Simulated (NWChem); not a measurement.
Species: NH4 cation; SMILES [NH4+]

```xyz
5

N      0.0000     0.0000     0.0000
H     -0.5910    -0.5910    -0.5910
H      0.5910     0.5910    -0.5910
H     -0.5910     0.5910     0.5910
H      0.5910    -0.5910     0.5910
```
Atoms are numbered in this order, from 1.

The geometry was optimised at PBE0-D3(BJ)/def2-TZVP.

Q: List the 6 lowest vertical singlet excitations and the 6 lowest triplet ones from B3LYP/def2-SVP, TDA (NWChem).

A: 
```csv
state,energy (eV),oscillator strength,leading excitation (squared amplitude)
S1,15.24,0.150,HOMO → LUMO (0.93)
S2,15.24,0.150,HOMO−1 → LUMO (0.93)
S3,15.24,0.150,HOMO−2 → LUMO (1.00)
S4,16.96,0.000,HOMO → LUMO+2 (0.46)
S5,16.96,0.000,HOMO−1 → LUMO+1 (0.39)
S6,16.96,0.000,HOMO → LUMO+1 (0.42)
T1,14.20,spin-forbidden,HOMO → LUMO (0.79)
T2,14.20,spin-forbidden,HOMO−2 → LUMO (0.92)
T3,14.20,spin-forbidden,HOMO−1 → LUMO (0.79)
T4,15.05,spin-forbidden,HOMO−2 → LUMO+1 (0.32)
T5,15.96,spin-forbidden,HOMO → LUMO+3 (0.31)
T6,15.96,spin-forbidden,HOMO−2 → LUMO+1 (0.55)
```
